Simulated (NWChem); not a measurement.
Everything below was run with NWChem. System: C3H5O, charge 1, spin multiplicity 3, at the geometry of a parent with another charge or spin, in a state set for the comparison that need not be this species' ground state. Its SCF solution wasn't tested for a lower state. Level: Ur2SCAN/def2-SVPD.

Job file:

```
start mol
memory heap 200 mb stack 900 mb global 1100 mb
charge 1
geometry units angstroms nocenter noautoz noautosym
  C      0.628235    -1.282181    -0.015754
  C     -0.134072    -0.057685    -0.003789
  C      0.616645     1.255467    -0.009993
  O     -1.360817    -0.091934     0.025605
  H      1.720857    -1.291483    -0.045082
  H      0.082759    -2.228354     0.007920
  H      1.057962     1.436940     0.983764
  H     -0.081398     2.071188    -0.236088
  H      1.441513     1.253580    -0.738137
end
basis spherical
  * library def2-svpd
end
dft
  xc r2scan
  odft
  mult 3
  semidirect memsize 60000000 filesize 0
  iterations 100
  grid fine
end
task dft energy
```

Output (cleaned and shortened):

```
             Northwest Computational Chemistry Package (NWChem) 7.3.0
             --------------------------------------------------------

                                NWChem Input Module
                                -------------------

 Scaling coordinates for geometry "geometry" by  1.889725989
 (inverse scale =  0.529177249)

                             Geometry "geometry" -> ""
                             -------------------------

 Output coordinates in angstroms (scale by  1.889725989 to convert to a.u.)

  No.       Tag          Charge          X              Y              Z
 ---- ---------------- ---------- -------------- -------------- --------------
    1 C                    6.0000     0.62823500    -1.28218100    -0.01575400
    2 C                    6.0000    -0.13407200    -0.05768500    -0.00378900
    3 C                    6.0000     0.61664500     1.25546700    -0.00999300
    4 O                    8.0000    -1.36081700    -0.09193400     0.02560500
    5 H                    1.0000     1.72085700    -1.29148300    -0.04508200
    6 H                    1.0000     0.08275900    -2.22835400     0.00792000
    7 H                    1.0000     1.05796200     1.43694000     0.98376400
    8 H                    1.0000    -0.08139800     2.07118800    -0.23608800
    9 H                    1.0000     1.44151300     1.25358000    -0.73813700

 Effective nuclear repulsion energy (a.u.)     111.9446176338

            Nuclear Dipole moment (a.u.)
            ----------------------------
        X                 Y               Z
 ---------------- ---------------- ----------------
     0.0000094486     0.0000094486     0.0000018897


 Summary of "ao basis" -> "" (spherical)
 ------------------------------------------------------------------------------
       Tag                 Description            Shells   Functions and Types
 ---------------- ------------------------------  ------  ---------------------
 *                         def2-svpd                  on all atoms

                                 NWChem DFT Module
                                 -----------------
[...]
    beta     21     22     23     24     25     26     27     28     29     30
 overlap   0.967  0.967  0.952  0.964  0.948  0.948  0.979  0.945  0.849  0.854

   alpha     31     32     33     34     35     36     37     38     39     40
    beta     31     32     33     34     35     37     36     38     39     40
 overlap   0.940  0.965  0.938  0.943  0.986  0.934  0.942  0.983  0.893  0.885

   alpha     41     42     43     44     45     46     47     48     49     50
    beta     41     42     43     45     44     46     47     48     49     50
 overlap   0.989  0.952  0.937  0.797  0.888  0.954  0.929  0.730  0.752  0.902

   alpha     51     52     53     54     55     56     57     58     59     60
    beta     51     52     53     54     55     56     58     57     59     60
 overlap   0.858  0.918  0.953  0.942  0.948  0.982  0.885  0.877  0.981  0.992

   alpha     61     62     63     64     65     66     67     68     69     70
    beta     61     62     63     64     65     66     67     68     71     69
 overlap   0.994  0.935  0.869  0.896  0.942  0.937  0.998  0.996  0.907  0.963

   alpha     71     72     73     74     75     76     77     78     79     80
    beta     70     72     73     74     75     76     77     78     79     80
 overlap   0.945  0.989  0.979  0.978  0.959  0.904  0.925  0.832  0.870  0.996

   alpha     81     82     83     84     85     86     87     88     89     90
    beta     81     82     83     84     85     86     87     88     89     90
 overlap   0.992  0.994  0.999  0.904  0.901  0.989  0.865  0.796  0.836  0.882

   alpha     91     92     93     94     95     96     97     98     99    100
    beta     91     92     93     94     95     96     97     98    100     99
 overlap   0.712  0.742  0.967  0.916  0.994  0.969  0.975  0.912  0.936  0.946

   alpha    101    102    103    104    105    106    107    108    109    110
    beta    101    102    103    104    105    106    108    107    109    110
 overlap   0.967  0.967  0.989  0.989  0.991  0.981  0.801  0.812  0.997  0.995

   alpha    111    112    113    114    115    116    117    118    119    120
    beta    111    112    113    114    115    116    117    118    119    120
 overlap   0.995  0.994  0.901  0.863  0.971  0.970  0.983  0.984  0.995  0.984

   alpha    121    122    123
    beta    121    122    123
 overlap   0.996  0.997  0.999

     --------------------------
     Expectation value of S2:
     --------------------------
      <S2> =      2.0155 (Exact =     2.0000)

 center of mass
 --------------
 x =  -0.13855425 y =  -0.04080948 z =   0.00090383

 moments of inertia (a.u.)
 ------------------
         196.629315787505          -8.517866400607           2.940871643847
          -8.517866400607         166.575686594057          -0.348547192417
           2.940871643847          -0.348547192417         351.794867961704

     Multipole analysis of the density
     ---------------------------------

     L   x y z        total         alpha         beta         nuclear
     -   - - -        -----         -----         ----         -------
     0   0 0 0      1.000000    -16.000000    -14.000000     31.000000

     1   1 0 0      0.867060      1.054392     -0.187341      0.000009
     1   0 1 0     -0.159201      0.801354     -0.960565      0.000009
     1   0 0 1      0.009091     -0.006945      0.016034      0.000002

     2   2 0 0    -13.115879    -56.818617    -48.231040     91.933778
     2   1 1 0     -0.047752     -2.262166     -3.538787      5.753201
     2   1 0 1     -0.030144      0.848255      0.739343     -1.617743
     2   0 2 0     -9.047023    -68.494945    -61.854927    121.302849
     2   0 1 1      0.080367     -0.131455     -0.032041      0.243863
     2   0 0 2    -16.092333    -11.971301     -9.755778      5.634746

 Task  times  cpu:       87.4s     wall:       87.4s

 Total times  cpu:       87.5s     wall:       87.5s
```
